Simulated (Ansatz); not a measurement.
```yaml
crystal:
  periodic: [false, false, false]
  atoms:
    - {symbol: Br, position_ang: [-1.324508, 2.325356, -1.029315]}
    - {symbol: Si, position_ang: [0.401712, 0.804077, -0.633892]}
    - {symbol: N, position_ang: [0.149353, 0.214305, 0.663776]}
    - {symbol: Si, position_ang: [0.197278, -1.160971, -0.013015]}
    - {symbol: H, position_ang: [1.724454, 1.595985, -1.157316]}
    - {symbol: H, position_ang: [0.084826, 0.610216, 2.070602]}
    - {symbol: H, position_ang: [0.815642, -2.293839, 0.126152]}
    - {symbol: H, position_ang: [-1.994042, -2.095827, -0.095683]}
basis:
  gaussian: {orbitals: def2-mTZVP}
hamiltonian: {xc: {name: PBE0-DH}}
accuracy: high
scf: {lower_state_search: full}
relax: {f_tol: 0.0001, max_steps: 2}
output: {forces: true}
```

```sh
$ ansatz run in.yaml --threads 4 --pin off --events-out ev --progress --plain --max-ram 10444MiB
```

Shortened log:

```
Functional definition: PBE0-DH
2246 factors; integrals over basis functions are off by at most 3.1e-9 eV
mean field evaluation 1: about -87320.7260 eV, gradient 5.8e1 eV
mean field evaluation 2: about -87321.0593 eV, gradient 5.8e1 eV
mean field evaluation 4: about -87327.3877 eV, gradient 7.1e0 eV
mean field evaluation 8: about -87327.5532 eV, gradient 5.9e-1 eV
mean field evaluation 16: about -87327.5540 eV, gradient 1.4e-4 eV
mean field -87327.55395764 eV, -3209.2284152011 hartree, gradient 1.6e-8 eV, S^2 0.000000; 0 other end points of the search recorded, 0 dependent functions left out
20 core orbitals not correlated: weight in the atoms' cores, before any rotation towards them, 1.000 or more for the frozen orbitals, at most 0.000 for the correlated occupied ones
reference -87327.55395961 eV, -3209.2284152735 hartree; 17, 17 occupied and 74, 74 virtual orbitals, 2246 factors
second order -19.83380651 eV of doubles, -0.00000000 eV of singles
relax step   1: F+E_penalty+E_count = -87330.03318345 eV  Δ(F+E_penalty+E_count) = +0.000e0 eV  max|allowed force component| = 2.200e1 eV/Å  Δτ_max = 0.0000 Å  (53 SCF iters, accepted)
2250 factors; integrals over basis functions are off by at most 4.0e-9 eV
mean field -87332.59237085 eV, -3209.4135734715 hartree, gradient 1.9e-8 eV, S^2 0.000000; 0 other end points of the search recorded, 0 dependent functions left out
20 core orbitals not correlated: weight in the atoms' cores, before any rotation towards them, 1.000 or more for the frozen orbitals, at most 0.000 for the correlated occupied ones
reference -87332.59237284 eV, -3209.4135735447 hartree; 17, 17 occupied and 74, 74 virtual orbitals, 2250 factors
second order -19.26103365 eV of doubles, -0.00000000 eV of singles
relax step   2: F+E_penalty+E_count = -87335.00000006 eV  Δ(F+E_penalty+E_count) = -4.967e0 eV  max|allowed force component| = 1.281e1 eV/Å  Δτ_max = 0.1950 Å  (59 SCF iters, accepted)
Error: geometry relaxation did not converge after 2 steps: max|allowed force component| = 1.28e1 eV/Å (threshold 1.0e-4). Raise `relax.max_steps` over both its present limit and 2, loosen `relax.f_tol`, or start from a geometry closer to equilibrium. Where this run's directory can be resumed (`checkpoint.write`), a resume goes on for up to `relax.max_steps` more
```

(1) What is wrong with this run?

## Answers

(1) The relaxation is allowed too few steps for its threshold. The calculation stopped without meeting its thresholds.
